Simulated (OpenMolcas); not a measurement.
# What dynamic correlation does to the levels of P2+

| Property | Result |
| --- | --- |
| Program | OpenMolcas |
| Basis | ANO-RCC-VTZP [5s4p2d1f] |
| Scalar Hamiltonian | DKH2, point nucleus |
| Active space | 3 electrons in 9 orbitals (RAS2 3s 3p; RAS3 3d, at most 2 electrons) |
| State averaging | 2S+1 = 4 odd, 1 root; 2S+1 = 2 odd, 11 roots; 2S+1 = 4 even, 3 roots; 2S+1 = 2 even, 9 roots |
| Spin-orbit coupling | RASSI with atomic mean-field integrals over the reference wave functions, term energies averaged over their components |

Methods on the same reference wave functions:
A. RASSCF
B. SS-RASPT2, IPEA 0.25 Eh, imaginary shift 0.1 Eh (closed shells correlated: 2s 2p)
C. MS-RASPT2, IPEA 0.25 Eh, imaginary shift 0.1 Eh (closed shells correlated: 2s 2p)
D. XMS-RASPT2, IPEA 0.25 Eh, imaginary shift 0.1 Eh (closed shells correlated: 2s 2p)

Energies in cm⁻¹ above 3s² 3p ²P°_1/2, the measured ground level; measured values from Martin, Zalubas and Musgrove, J. Phys. Chem. Ref. Data 14, 751 (1985).

| Level | A | B | C | D | Measured |
| --- | --- | --- | --- | --- | --- |
| 3s² 3p ²P°_1/2 | 0.0 | 0.0 | 0.0 | 0.0 | 0.0 |
| 3s² 3p ²P°_3/2 | 486 | 486 | 488 | 488 | 559 |
| 3s 3p² ⁴P_1/2 | 53695 | 55630 | 55650 | 55890 | 56922 |
| 3s 3p² ⁴P_3/2 | 53870 | 55800 | 55830 | 56060 | 57126 |
| 3s 3p² ⁴P_5/2 | 54156 | 56090 | 56120 | 56350 | 57454 |
| 3s 3p² ²D_3/2 | 74831 | 74540 | 74570 | 74660 |  |
| 3s 3p² ²D_5/2 | 74845 | 74550 | 74580 | 74670 |  |
| 3s 3p² ²S_1/2 | 102879 | 100940 | 100960 | 101250 | 100200 |

Deviations, from unrounded energies. A percentage is the sum of absolute deviations over the sum of measured energies, with the sign that they share, or ± where signs differ.

| Against measurement | Levels | A | B | C | D |
| --- | --- | --- | --- | --- | --- |
| mean absolute deviation (cm-1) | 5 | 2500 | 960 | 950 | 860 |
| fine structure of the ground term (%) | 1 | -13.0 | -13.0 | -12.7 | -12.7 |
| other configurations (%) | 4 | ±4.6 | ±1.7 | ±1.7 | ±1.6 |

D lies closest to measurement on these levels and A furthest from it. The largest miss of D in the table is 3s 3p² ⁴P_5/2, by -1100 cm-1. The ranking rests on the paired levels alone, and a cruder setting can come out closer through cancelling errors.

Among B to D the level of the table that moves most is 3s 3p² ²S_1/2, by 320 cm-1 (lowest in B, highest in D). Moves below CASPT2's spread within the term are not significant.

The lowest spin-free term lies below A's lowest term by 0.027 hartree in B, 0.027 hartree in C, 0.028 hartree in D.

Term energies are means over components that CASPT2 splits; among the terms shown or strongly mixed into the levels shown the widest spread is 22 cm-1 (3s 3p² ²D, D). Active for correlation alone: 3d; no level in the range computed is led by a configuration that fills it, so any true level of that kind is missing. Some terms mix strongly with configurations of 3d, whose occupation reaches 0.21 (3s 3p² ²D). Computed and measured levels are paired by configuration, term and J; levels that our copy of the source lacks, or whose pairing is in doubt (as where it misses far off the trend of its configuration), stay unpaired and out of the deviations. Levels of configurations outside the active space are missing. The table leaves out levels that lie high or whose names do not pair safely across all columns.

° marks odd parity.
